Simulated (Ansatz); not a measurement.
Consider the isomerisation: `OC(CF)C(F)F` → `FCOCC(F)F`.

Calculated with Ansatz (gas phase, PBE0-D4/def2-TZVP geometries, no zero-point term in ΔE). CCSD(T)/CBS is the MP2 limit (def2-TZVPP, def2-QZVPP) plus CCSD(T) − MP2 in def2-TZVPP, frozen cores. Functionals use def2-TZVPP. B3LYP here is the variant with VWN-RPA as its local correlation; programs differ in this. One conformer a species, not always the lowest.

```csv
level,ΔE (kJ/mol),difference from CCSD(T)/CBS
r2SCAN-D4,14.8,-5.4
ωB97X-V,14.9,-5.3
ωB97M-V,17.4,-2.8
B2PLYP,13.4,-6.8
r2SCAN,14.6,-5.6
PBE0,15.2,-5.0
B3LYP,10.4,-9.8
HF/def2-TZVPP,8.8,-11.4
MP2/def2-TZVPP,19.7,-0.5
CCSD/def2-TZVPP,17.3,-2.9
HF/def2-QZVPP,8.6,-11.6
MP2/def2-QZVPP,21.2,1.0
SCS-MP2/def2-QZVPP,18.2,-2.0
HF/CBS(def2),8.6,-11.6
MP2/CBS(def2),22.5,2.3
CCSD/CBS(def2),20.2,0.0
CCSD(T)/CBS,20.2,0
```

Largest T1 diagnostic among the species: 0.012.

In def2-TZVPP, CCSD(T) changes the Hartree–Fock value by +8.5 kJ/mol (the triples alone add −0.0 kJ/mol) and MP2 by +10.8 kJ/mol.
